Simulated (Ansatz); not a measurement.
Reaction (ligand exchange at the Si–Cl bond): `Cl[SiH2][O][SnH3]` + NH₃ → `N[SiH2][O][SnH3]` + HCl

Program: Ansatz. Geometries: PBE0-D4/def2-TZVP. ΔE: electronic, gas phase. CBS: MP2 limit from def2 TZ/QZ plus the TZ coupled-cluster correction, frozen cores. This one scheme is used for every species. Functionals use def2-TZVPP. B3LYP here is the variant with VWN-RPA as its local correlation; programs differ in this. Elements past krypton have def2 core potentials. For Sn outer-core shells are correlated without core-valence functions, which leaves a few kJ/mol of doubt a bond. Each species was taken in one conformer, which may not be the lowest.

`Cl[SiH2][O][SnH3]`:

Z-matrix (Å, degrees):
```
Si
O 1 1.609
Cl 1 2.072 2 109.9
H 1 1.481 2 111.3 3 117.7
H 1 1.481 2 111.5 3 -117.6
Sn 2 1.976 1 135.2 3 3.8
H 6 1.700 2 102.5 1 177.6
H 6 1.700 2 106.6 1 -63.2
H 6 1.701 2 106.7 1 58.4
```

NH₃:

Z-matrix (Å, degrees):
```
N
H 1 1.013
H 1 1.013 2 107.1
H 1 1.013 2 107.1 3 -114.5
```

`N[SiH2][O][SnH3]`:

```xyz
11

N    -0.760   -0.390   -1.417
Si   -0.183   -1.376   -0.128
O     0.748   -0.512    0.891
Sn    0.720    1.448    1.090
H    -0.222   -0.236   -2.254
H    -1.747   -0.315   -1.596
H    -1.405   -1.883    0.553
H     0.649   -2.503   -0.625
H    -0.898    1.944    1.297
H     1.441    2.122   -0.299
H     1.658    1.701    2.488
```

HCl:

Cartesian coordinates in Å:
```
Cl 0.049 0.514 -0.377
H -0.049 -0.514 0.377
```

| level | ΔE (eV) |
| --- | --- |
| PBE-D4 | 0.53 |
| PBE0-D4 | 0.54 |
| B3LYP | 0.53 |
| MP2/CBS(def2) | 0.56 |

**Question.** What does CCSD(T)/CBS give? (An estimate is asked.)

**Answer.** The calculation gave: +0.53 eV. The listed levels differ from it by 0.00, 0.01, 0.00, 0.03 eV.

Largest T1 diagnostic among the species: 0.013.

In def2-TZVPP, CCSD(T) changes the Hartree–Fock value by −0.08 eV (the triples alone add −0.00 eV) and MP2 by −0.05 eV.
